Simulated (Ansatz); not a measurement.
C2H9BSn (`CC[BH][SnH3]`), relaxed with RKS PBE-D4/def2-SVP in Ansatz from a rough embedded geometry. The force threshold is 0.03 eV/Å; the program also tests the step.

Charge 0, multiplicity 1. Sn: def2 effective core potential.

Start:

```xyz
13

C    -0.760    0.629   -1.713
C    -0.629    0.850   -0.262
B     0.749    0.266    0.218
Sn    0.926   -1.316    1.740
H    -0.770   -0.465   -2.009
H    -1.792    1.050   -2.090
H     0.014    1.174   -2.327
H    -1.407    0.358    0.273
H    -0.682    1.982   -0.023
H     1.777    0.740   -0.193
H     1.653   -2.718    1.067
H    -0.764   -1.759    2.203
H     1.684   -0.790    3.115
```

(1) By how much does the energy fall, and how many steps does the optimiser take? (An estimate is asked.)

(2) Which bonds change most? (Estimate.)

(3) Give the relaxed structure. (Estimate.)

Answers

(1) Ansatz gave: 43.46 kJ/mol, in 14 steps, 1 of them rejected.

(2) The calculation gave: Sn4–H13 from 1.656 to 1.734 Å; Sn4–H12 from 1.807 to 1.736 Å; C1–H6 from 1.176 to 1.109 Å; B3–Sn4 from 2.202 to 2.268 Å.

(3) Ansatz gave: 
```xyz
13

C    -0.826    0.953   -1.889
C    -0.674    0.499   -0.433
B     0.696   -0.034    0.067
Sn    0.914   -1.274    1.955
H    -0.851    0.079   -2.572
H    -1.761    1.526   -2.057
H     0.025    1.590   -2.207
H    -1.549   -0.087   -0.079
H    -0.689    1.401    0.252
H     1.721    0.290   -0.513
H     1.692   -2.785    1.605
H    -0.598   -1.655    2.716
H     1.902   -0.504    3.154
```
